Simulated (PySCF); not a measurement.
Run record: geometry optimisation, `[NH2][GeH2][CH2]CF`.

Computed with PBE0-D3(BJ)/def2-SVP geometry optimisation, gas phase (PySCF 2.14.0). Start geometry: GFN2-xTB. A driver script takes a list of jobs; this job's settings line and coordinates (Å) are shown.

Command:
```bash
OMP_NUM_THREADS=1 python probes_run.py task.json out
```

Input:
```
{"job": {"xc": "PBE0", "basis": "def2-SVP", "d3": "d3bj", "grid": 1, "shake": 0.01, "kind": "geom"}, "charge": 0, "multiplicity": 1}
N      1.959430     0.646900    -0.511790
Ge     0.913130    -0.823070    -0.424010
C     -0.777900    -0.647380     0.659840
C     -1.452670     0.618580     0.257920
F     -1.391160     0.758700    -1.121710
H      2.334350     1.023170     0.342710
H      1.547170     1.448210    -1.020630
H      0.614440    -1.173570    -1.840740
H      1.798700    -1.860760     0.217890
H     -1.389190    -1.516750     0.495510
H     -0.552290    -0.614720     1.744630
H     -2.548590     0.604940     0.506070
H     -1.049600     1.518870     0.683990
```

Output:
```
step   0  E = -2311.67076318  max force = 0.037927
step   1  E = -2311.67616039  max force = 0.005686
step   2  E = -2311.67662438  max force = 0.002748
step   3  E = -2311.67681039  max force = 0.000959
step   4  E = -2311.67689514  max force = 0.001449
step   5  E = -2311.67697808  max force = 0.001117
step   6  E = -2311.67705489  max force = 0.001429
step   7  E = -2311.67712373  max force = 0.001342
step   8  E = -2311.67717780  max force = 0.001021
step   9  E = -2311.67720952  max force = 0.000620
step  10  E = -2311.67722206  max force = 0.000238
optimisation converged
```

Energies in Eh; «max force» is the largest Cartesian gradient component in Eh/bohr.

Question: How much energy does the optimisation release, in eV?

Answer: E(step 0) − E(last step) = 0.006459 Eh, which is 0.176 eV.

Question: Give the first gradient maximum in eV/Å.

Answer: With 1 Eh/bohr = 51.422 eV/Å, 1.950 eV/Å.

In short: final energy -2311.67722 Eh after 10 steps; dipole 2.59 D.

Question: Give the final coordinates.

Answer: 0.226 Å rms from the input after alignment:
```
atom  x, y, z in Å
N1     1.8368    0.7613   -0.4891
Ge2    0.9968   -0.8616   -0.2927
C3    -0.7974   -0.6948    0.5305
C4    -1.4084    0.6432    0.1933
F5    -1.3042    0.8816   -1.1660
H6     2.1277    1.2089    0.3753
H7     1.2939    1.4254   -1.0361
H8     0.8658   -1.4808   -1.6933
H9     1.8980   -1.7347    0.6019
H10   -1.4312   -1.5180    0.1631
H11   -0.7206   -0.8029    1.6242
H12   -2.4774    0.7001    0.4619
H13   -0.8770    1.4579    0.7148
```

On Arm Neoverse V1, one thread, shared host with 32 logical CPUs at a one-minute load of 16, this took 72 s of wall time and 0.55 GiB of memory at its peak.
Labels such as C1 count atoms from 1, the log's own numbers from 0.
